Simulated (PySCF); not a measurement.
Li+ (lithium, charge +1): LDA calculation

Configuration: 1s2, closed-shell 1S. Calculation: PySCF 2.14, in jorge-DZP-DKH; the spin-free X2C one-electron Hamiltonian (Gaussian nucleus).

- Total energy: -7.1428 hartree
- One-electron energy: -8.8572 hartree
- Hartree (Coulomb) energy: 3.2450 hartree
- Exchange-correlation energy: -1.5306 hartree
- ⟨S²⟩: 0.0000
- ⟨L²⟩: 0.000
- Sum of ⟨r⟩: 1.168 bohr
- Sum of ⟨r²⟩: 0.9322 bohr²
- Langevin diamagnetic susceptibility: -0.738 ×10⁻⁶ cm³/mol
- Time after the integrals: 0.04 s of wall time on 1 thread of Neoverse-N1 (shared host)

```csv
shell,electrons,mean orbital energy (eV),"rms radius, mean of both spins (bohr)"
1s,2,-59.584,0.683
```
